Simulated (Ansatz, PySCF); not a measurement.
B(F)(Et)(NH2) (C₂H₇BFN), SMILES CCB(N)F. Atoms are numbered in the order given.

```xyz
12

B     -0.0614     0.2493     0.4670
F     -1.2440    -0.3027     0.8287
C      0.4841    -0.0268    -0.9913
C      0.4358    -1.5115    -1.3790
H      1.5060     0.3724    -1.1111
H     -0.1500     0.5526    -1.6889
H     -0.5847    -1.9126    -1.2757
H      1.0918    -2.1166    -0.7312
H      0.7578    -1.6761    -2.4199
N      0.5959     1.0399     1.4221
H      0.2107     1.2110     2.3430
H      1.4863     1.4853     1.2482
```

Coordinates come from a ωB97X-D3(BJ)/def2-SVP optimisation. Other conformers were not sampled.

Two levels are set side by side: PBE-D3(BJ)/def2-SVP (Ansatz, a program for electronic structure) and ωB97X-D3(BJ)/def2-SVP (PySCF). Each level has its own optimised geometry; the coordinates shown are those of the second. Frequencies come from the Hessian of PySCF at each geometry. Differences are taken from unrounded values.

```
quantity                            ωB97X-D3(BJ)  PBE-D3(BJ)  PBE-D3(BJ) minus ωB97X-D3(BJ)
----------------------------------  ------------  ----------  -----------------------------
mean bond length (Å)                       1.219       1.226                          0.006
bond B1–F2 (Å)                             1.354       1.360                          0.006
bond B1–C3 (Å)                             1.581       1.583                          0.001
bond B1–N10 (Å)                            1.403       1.407                          0.004
bond C3–C4 (Å)                             1.535       1.538                          0.003
bond C3–H5 (Å)                             1.104       1.111                          0.008
bond C3–H6 (Å)                             1.107       1.115                          0.008
bond C4–H7 (Å)                             1.101       1.109                          0.008
bond C4–H8 (Å)                             1.103       1.110                          0.007
bond C4–H9 (Å)                             1.102       1.109                          0.008
bond N10–H11 (Å)                           1.013       1.020                          0.008
bond N10–H12 (Å)                           1.011       1.018                          0.007
highest harmonic wavenumber (cm⁻¹)          3757        3637                           -120
mean harmonic wavenumber (cm⁻¹)             1468        1416                            -52
zero-point energy (kcal/mol)               62.95       60.74                          -2.22
```

GGA bonds tend to be longer and softer than those of functionals with exact exchange. Differences between two approximate levels are no errors against the true value.
